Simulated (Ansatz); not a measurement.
The cluster Ga3⁻: single points at one geometry.

```yaml
crystal:
  periodic: [false, false, false]
  atoms:
    - {symbol: Ga, position_ang: [-0.467799, -0.807128, 1.236705]}
    - {symbol: Ga, position_ang: [-0.329916, 1.476152, -0.336051]}
    - {symbol: Ga, position_ang: [0.797724, -0.669024, -0.900663]}
basis:
  gaussian: {orbitals: def2-TZVPD, initial_orbitals: start.molden}
total_charge: -1
magnetization: {spin_polarized: true, initial_magnetization: 2}
hamiltonian: {xc: pbe0, dispersion: d4}
scf: {omitted_lower_state_checks: [starts]}
output: {orbitals: {seedname: orbitals}}
```

The file start.molden holds the orbitals of an earlier run on this structure, at another level or in another basis.

```sh
$ ansatz run in.yaml --threads 4 --pin off --events-out ev --progress --plain --max-ram 3916MiB
```

Shortened log:

```
Functional definition: PBE0
1035 factors; integrals over basis functions are off by at most 1.2e-3 eV
mean field evaluation 1: about -157112.8919 eV, gradient 1.2e2 eV
mean field evaluation 2: about -157114.0164 eV, gradient 1.9e0 eV
mean field evaluation 4: about -157114.0727 eV, gradient 1.1e-1 eV
mean field evaluation 8: about -157114.0729 eV, gradient 3.8e-5 eV
mean field -157114.07289786 eV, -5773.8356832528 hartree, gradient 4.5e-6 eV, S^2 2.011405; 0 other end points of the search recorded, 0 dependent functions left out
reference -157114.07292810 eV, -5773.8356843640 hartree; 48, 46 occupied and 114, 116 virtual orbitals, 1035 factors
Total energy: -157114.15973048 eV, -5773.8388742928 hartree
Checks for a lower state left out: starts
```

Run time 10 s (4 threads of Arm Neoverse V2 on a shared host), peak host memory 0.61 GiB.

As the first input, with `hamiltonian: {xc: {text: "exchange = 0.50*pbe_x + 0.50*exact_x\ncorrelation = pbe_c"}}` (abridged; 10 s):

```
Functional definition: unnamed
mean field -157117.15977953 eV, -5773.9491240617 hartree, gradient 4.6e-6 eV, S^2 2.020739
Total energy: -157117.15979935 eV, -5773.9491247902 hartree
Checks for a lower state left out: starts
```

Geometry: PBE-D4/def2-TZVPD.

At PBE0-D4/def2-TZVPD a broken-symmetry singlet of charge -1 lies 0.15 eV below the triplet, each at its own geometry. The structure comes from a short search, and lower isomers may exist.
